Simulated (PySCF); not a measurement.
Mg(F)(Et) (C2H5FMg), SMILES [Mg]([F])[CH2]C.

The structure is a stationary point at B3LYP-D3(BJ)/def2-SVP. The values are those of a single conformer.

Level of theory: PBE0/def2-TZVPD (PySCF).

Isolated molecule, no solvent.

Task: Estimate the frontier levels, gap, dipole moment and polarisability. (Estimate from the structure and the level; the computed values follow.)

Result: 
```
Quantity                                                                                                       Result
---------------------------------------------------------------------------------------------  ----------------------
highest occupied level                                                                                       -6.94 eV
lowest empty level                                                                                           -1.06 eV
orbital gap                                                                                                   5.89 eV
dipole moment                                                                                                  2.16 D
quadrupole, principal values (traceless, Buckingham form, about the centre of nuclear charge)  -17.32, 8.24, 9.07 D·Å
mean static polarisability                                                                       51.3 bohr³ (7.60 Å³)
polarisability, principal values                                                               43.8, 46.8, 63.3 bohr³
```
